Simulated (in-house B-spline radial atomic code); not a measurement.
**Ionising Xe with different functionals**

Computed with a radial B-spline atomic code at the basis-set limit: non-relativistic Hamiltonian, point nucleus, spin-polarised at highest spin, spherical fractional occupations for the functionals, the average over the highest-spin determinants for Hartree-Fock. The ionisation energy is the difference of two self-consistent energies, [Kr] 4d10 5s2 5p6 → [Kr] 4d10 5s2 5p5, without Breit or QED terms; ε is the level of the shell that loses the electron (its least bound occupied spin orbital). There is no spin-orbit coupling in this Hamiltonian.

Hybrids are left out here: with spherical fractional occupations of an open shell their exact exchange keeps a self-interaction that integer-occupation calculations don't have.

```tsv
method	rung	ΔSCF (eV)	-ε(5p) (eV)
Hartree-Fock	Hartree-Fock	11.67	12.44
LDA VWN5	LDA	12.57	8.43
LDA PW92	LDA	12.57	8.43
LDA exchange-only	LDA	11.26	7.23
PBE	GGA	12.39	8.29
PBEsol	GGA	12.41	8.29
BLYP	GGA	12.21	8.10
RPBE	GGA	12.35	8.26
PW91	GGA	12.45	8.34
BP86	GGA	12.50	8.39
AM05	GGA	12.38	8.26
OLYP	GGA	12.28	8.18
TPSS	meta-GGA	12.49	8.41
SCAN	meta-GGA	12.68	8.63
r2SCAN	meta-GGA	12.69	8.63
M06-L	meta-GGA	12.24	8.31
revTPSS	meta-GGA	12.52	8.44
```

(1) How do they compare with the NIST value?

Results:

(1) NIST lists 12.130 eV (measured, ground level to ground level). Errors run from -0.87 to +0.56 eV; BLYP is closest (+0.08 eV), but part of that can be cancellation, since the calculations leave out relativity, Breit-QED terms, multiplet and fine-structure energies. Hartree-Fock also lacks correlation.
